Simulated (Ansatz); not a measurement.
# Worked example: CH6Cl2Si2 + C2HCl2F3 → CH7ClSi2 + C2Cl3F3

Species: CH6Cl2Si2 `[SiH3]C[SiH](Cl)Cl`, singlet; C2HCl2F3 (2,2-dichloro-1,1,1-trifluoroethane) `FC(F)(F)C(Cl)Cl`, singlet; CH7ClSi2 `[SiH3]C[SiH2]Cl`, singlet; C2Cl3F3 (1,1,1-trichlorotrifluoroethane) `FC(F)(F)C(Cl)(Cl)Cl`, singlet. The partners trade Cl for H: Si–Cl and C–H bonds give way to Si–H and C–Cl.

Shapes, held fixed at every level: PBE0-D4/def2-TZVP. Flexible molecules stand in one conformer, not always the lowest. Programs: Ansatz 0.2.0. The zero-point and thermal change to 298 K, harmonic and unscaled (PBE0-D4/def2-TZVP), is -10.4 kJ/mol.

At CCSD(T)/CBS estimate; 1 Eh = 2625.50 kJ/mol:

```
  species   energy (Eh)
CH6Cl2Si2  -1539.495628
 C2HCl2F3  -1295.632937
 CH7ClSi2  -1080.257373
  C2Cl3F3  -1754.795842
```

Question: Work out ΔH(298 K) of the reaction at this level.

Answer: 
1. Products less reactants: (-1080.257373) + (-1754.795842) − [(-1539.495628) + (-1295.632937)] = 0.075350 Eh = +197.8 kJ/mol.
2. With the thermal change: +197.8 + (-10.4) = +187.4 kJ/mol.

Other levels give +172.5 (SPW92/def2-TZVPP) to +198.3 kJ/mol (BHLYP-D4/def2-TZVPP). No measured value is set beside it here. The CBS estimate extrapolates MP2 from def2-TZVPP and def2-QZVPP and adds CCSD(T) − MP2 in the triple-zeta set, cores frozen.
